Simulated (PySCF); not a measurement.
## Germanium: a sound run and one with changed settings

Sound run: Ge [Ar] 3d10 4s2 4p2, Ge⁺ [Ar] 3d10 4s2 4p1. All numbers are calculated (PySCF 2.14, no relativity, point nucleus, in def2-TZVP (6s5p4d1f, 48 functions)). In the sound run the correlated levels freeze [Ar] 3d10. The sound run starts from symmetry-adapted Hartree-Fock orbitals and uses a fine grid where one is needed.

Changed run: all electrons correlated in a basis built for the valence shell.

```json
{"species": "Ge", "method": "MP2", "sound run (hartree)": "-2075.37094", "changed run (hartree)": "-2075.65112", "converged": "yes"}
{"species": "Ge⁺", "method": "MP2", "sound run (hartree)": "-2075.08499", "changed run (hartree)": "-2075.36205", "converged": "yes"}
```

Ionisation energy of Ge:

```csv
method,sound run (eV),changed run (eV)
UHF,7.439,7.439
MP2,7.781,7.866
SCS-MP2,7.708,7.763
```

A valence basis has no tight correlating functions, so it recovers only part of the core correlation, and not evenly between atom and ion.

For comparison, NIST gives 7.899 eV between the lowest levels.
